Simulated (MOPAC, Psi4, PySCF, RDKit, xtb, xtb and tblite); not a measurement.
Internal rotation in C8H8O2, SMILES Cc1cccc(C(=O)O)c1. Scanned: dihedral O8–C7–O9–H17; all other coordinates were relaxed at GFN2-xTB. Points at φ and −φ are mirror images.

Geometry of the scan point at 140° (Å):
```
18

C      2.3716    -1.2968     0.5426
C      1.2525    -0.3919     0.1304
C      1.5222     0.8373    -0.4650
C      0.4958     1.6838    -0.8455
C     -0.8222     1.3259    -0.6266
C     -1.1100     0.1028    -0.0256
C     -2.5036    -0.3539     0.2217
O     -2.7918    -1.4867     0.4914
O     -3.4622     0.6077     0.1646
C     -0.0697    -0.7482     0.3405
H      3.1248    -1.3574    -0.2405
H      2.8540    -0.9085     1.4397
H      2.0030    -2.2961     0.7572
H      2.5482     1.1287    -0.6379
H      0.7240     2.6276    -1.3181
H     -1.6170     1.9827    -0.9515
H     -3.1614     1.4405     0.5453
H     -0.3227    -1.6950     0.7944
```

Levels: GFN2-xTB (xtb and tblite); MMFF94 // GFN2-xTB (RDKit); B3LYP/def2-SVP // GFN2-xTB (Psi4); B3LYP-D3(BJ)/def2-SVP // GFN2-xTB (Psi4); PBE/def2-SVP // GFN2-xTB (Psi4); PBE-D3(BJ)/def2-SVP // GFN2-xTB (Psi4); UFF // GFN2-xTB (RDKit); PM6, restricted, heats of formation // GFN2-xTB (MOPAC); PM3, restricted, heats of formation // GFN2-xTB (MOPAC); GFN1-xTB // GFN2-xTB (xtb); RKS-B3LYP/6-31G* = PySCF 2.14.0 with restricted B3LYP/6-31G*, spherical d, density fitting // GFN2-xTB; RKS-LDA (SVWN5)/6-31G* = PySCF with restricted LDA (SVWN5)/6-31G*, spherical d, density fitting // GFN2-xTB; RKS-B3LYP/3-21G = restricted B3LYP/3-21G, density fitting // GFN2-xTB run with PySCF; RHF/LANL2DZ = restricted Hartree-Fock/LANL2DZ, density fitting // GFN2-xTB run with PySCF.

Least-squares fit of E(φ) = a0 + Σ (a_n cos nφ + b_n sin nφ), n = 1 to 4, to the 18 scan points, in kcal/mol above the lowest point of each profile (levels whose profile four harmonics don't fit are not listed):

| method | a0 | a1 | b1 | a2 | b2 | a3 | b3 | a4 | b4 | rms of fit |
|---|---|---|---|---|---|---|---|---|---|---|
| GFN2-xTB | 7.81 | -3.10 | 0.00 | -4.70 | 0.00 | -0.17 | 0.00 | 0.19 | 0.00 | 0.03 |
| MMFF94 | 9.86 | -4.85 | 0.00 | -4.73 | 0.00 | -0.53 | 0.00 | 0.37 | 0.00 | 0.14 |
| B3LYP/def2-SVP | 7.74 | -2.92 | 0.00 | -4.65 | 0.00 | -0.34 | 0.00 | 0.24 | 0.00 | 0.10 |
| B3LYP-D3(BJ)/def2-SVP | 7.62 | -2.79 | 0.00 | -4.66 | 0.00 | -0.35 | 0.00 | 0.24 | 0.00 | 0.10 |
| PBE/def2-SVP | 7.70 | -2.66 | 0.00 | -4.94 | 0.00 | -0.28 | 0.00 | 0.27 | 0.00 | 0.10 |
| PBE-D3(BJ)/def2-SVP | 7.62 | -2.58 | 0.00 | -4.95 | 0.00 | -0.29 | 0.00 | 0.27 | 0.00 | 0.10 |
| UFF | 3.35 | -0.87 | 0.00 | -2.34 | 0.00 | -0.73 | 0.00 | 0.78 | 0.00 | 0.33 |
| PM6 | 6.20 | -3.02 | 0.00 | -3.17 | 0.00 | -0.10 | 0.00 | 0.10 | 0.00 | 0.03 |
| PM3 | 4.37 | -1.51 | 0.00 | -2.81 | 0.00 | -0.06 | 0.00 | -0.01 | 0.00 | 0.03 |
| GFN1-xTB | 7.98 | -3.86 | 0.00 | -4.05 | 0.00 | -0.14 | 0.00 | 0.10 | 0.00 | 0.03 |
| RKS-B3LYP/6-31G* | 7.96 | -3.00 | 0.00 | -4.76 | 0.00 | -0.36 | 0.00 | 0.25 | 0.00 | 0.12 |
| RKS-LDA (SVWN5)/6-31G* | 8.27 | -2.87 | 0.00 | -5.30 | 0.00 | -0.29 | 0.00 | 0.30 | 0.00 | 0.12 |
| RKS-B3LYP/3-21G | 8.18 | -3.96 | 0.00 | -3.87 | 0.00 | -0.50 | 0.00 | 0.26 | 0.00 | 0.16 |
| RHF/LANL2DZ | 8.31 | -4.53 | 0.00 | -3.44 | 0.00 | -0.43 | 0.00 | 0.17 | 0.00 | 0.13 |
